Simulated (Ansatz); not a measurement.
Consider the atomization: `BC[CH2][ZnH]` → B• + 2 C• + 7 H• + Zn (atom).

Computed with Ansatz on PBE0-D4/def2-TZVP structures; ΔE is electronic, products minus reactants. CCSD(T)/CBS adds triple-zeta CCSD(T) − MP2 to the extrapolated MP2 energy (def2 sets, frozen cores). This one scheme is used for every species, atoms too. DFT in def2-TZVPP. B3LYP here is the variant with VWN-RPA as its local correlation; programs differ in this. Open shells (•) are unrestricted, without spin–orbit coupling. Spin–orbit coupling would lower the free atoms: a little for B, C. Bonds to Zn are less sure, by a few kJ/mol each and by 10 to 20 or more in all where they break to atoms, as the def2 sets lack core-valence functions. Scalar relativity is left out up to krypton. One conformer a species, not always the lowest.

Question: What is ΔE at CCSD(T)/CBS? (An estimate is asked.)

Answer: Ansatz gave: +3614.2 kJ/mol.

Question: What do these levels give: r2SCAN-D4, PBE0-D4, B3LYP-D4, B3LYP, SCS-MP2/def2-TZVPP, MP2/def2-QZVPP? (Estimate.)

Answer: Ansatz gave: r2SCAN-D4 3659.8, PBE0-D4 3648.9, B3LYP-D4 3626.7, B3LYP 3595.7, SCS-MP2/def2-TZVPP 3574.2, MP2/def2-QZVPP 3624.3 kJ/mol.

Largest T1 diagnostic among the species: 0.017.

In def2-TZVPP, CCSD(T) changes the Hartree–Fock value by +776.0 kJ/mol (the triples alone add +39.5 kJ/mol) and MP2 by +813.4 kJ/mol; breaking electron pairs costs correlation energy, which Hartree–Fock lacks. From PBE to PBE0 (25 % exact exchange), in def2-TZVPP and without D4, ΔE moves by −21.5 kJ/mol: exact exchange takes away binding that semilocal exchange gives to molecules.

For atomizations the MP2-based limit and the directly extrapolated one differ by several kJ/mol either way, and by 10 to 25 for some Ge, Se and Sn compounds, so smaller differences from it don't rank the levels.
